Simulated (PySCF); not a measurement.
A PySCF script (with the pyscf-properties extension) for the NMR shieldings of `InChI=1S/C6H13B/c1-4-5-6(2,3)7/h4H,1,5,7H2,2-3H3`, on a GFN2-xTB geometry:

```python
import basis_set_exchange as bse
import numpy as np
from pyscf import gto, dft
from pyscf.prop import nmr

atoms = """
B     1.154725   -1.295523    0.834298
C    -0.074878   -0.694793    0.038004
C    -1.216830   -1.702459    0.300783
C     0.141328   -0.597959   -1.476918
C    -0.521203    0.687529    0.559990
C     0.577682    1.693946    0.452245
C     0.485459    2.850660   -0.176361
H     1.921569   -1.997073    0.300407
H     1.254831   -1.102776    1.983155
H    -2.123947   -1.374375   -0.204617
H    -1.426616   -1.787950    1.364927
H    -0.952233   -2.688306   -0.075799
H    -0.768133   -0.263243   -1.975315
H     0.421717   -1.564798   -1.887813
H     0.932314    0.113979   -1.702292
H    -1.396407    1.034555    0.004703
H    -0.801647    0.591087    1.612796
H     1.502573    1.406874    0.938445
H     1.306662    3.546274   -0.221026
H    -0.422113    3.155032   -0.672647
"""
names = dict.fromkeys(["B", "C", "H"], "pcSseg-1")
basis = {el: gto.basis.parse(bse.get_basis(n, elements=[el], fmt="nwchem")) for el, n in names.items()}
mol = gto.M(atom=atoms, basis=basis, charge=0, verbose=0)
mf = dft.RKS(mol, xc="PBE0")
mf.grids.level = 2
mf.grids.alignment = dft.numint.BLKSIZE   # the property module wants whole blocks of grid points
mf.conv_tol = 1e-9
mf.kernel()

calc = nmr.RKS(mf)   # GIAO
C = mf.mo_coeff
Co = C[:, mf.mo_occ > 0]
resp = mf.gen_response(singlet=True, hermi=2)
def vind(x):   # induced exchange potential for any number of trial vectors
    d = np.einsum("pi,xij,qj->xpq", C, 2 * x.reshape(-1, C.shape[1], Co.shape[1]), Co, optimize=True)
    return np.einsum("xpq,pi,qj->xij", resp(d - d.transpose(0, 2, 1)), C, Co, optimize=True).ravel()
mo1, _ = nmr.rhf.solve_mo1(calc, with_cphf=vind)
sigma = calc.kernel(mo1)
for i, s in enumerate(sigma):   # ppm
    print("%2d %-2s %9.2f" % (i, mol.atom_pure_symbol(i), np.trace(s) / 3))
```

Q: Give the expected output.

A: 
```
 0 B       8.26
 1 C     148.22
 2 C     167.68
 3 C     158.27
 4 C     130.82
 5 C      36.99
 6 C      64.82
 7 H      23.99
 8 H      23.71
 9 H      30.75
10 H      31.02
11 H      31.08
12 H      31.16
13 H      30.36
14 H      29.86
15 H      29.95
16 H      28.73
17 H      26.03
18 H      26.48
19 H      26.30
```

These numbers come from an equivalent density-fitted implementation of the same equations, which agrees with the script to about 0.01 ppm for H and up to a few tenths of a ppm for heavy atoms, so last digits may differ.

Size and cost of the density-fitted run: 184 basis functions, 53 s wall time on 1 thread of an Arm Neoverse N1, shared host; peak memory 0.86 GiB.
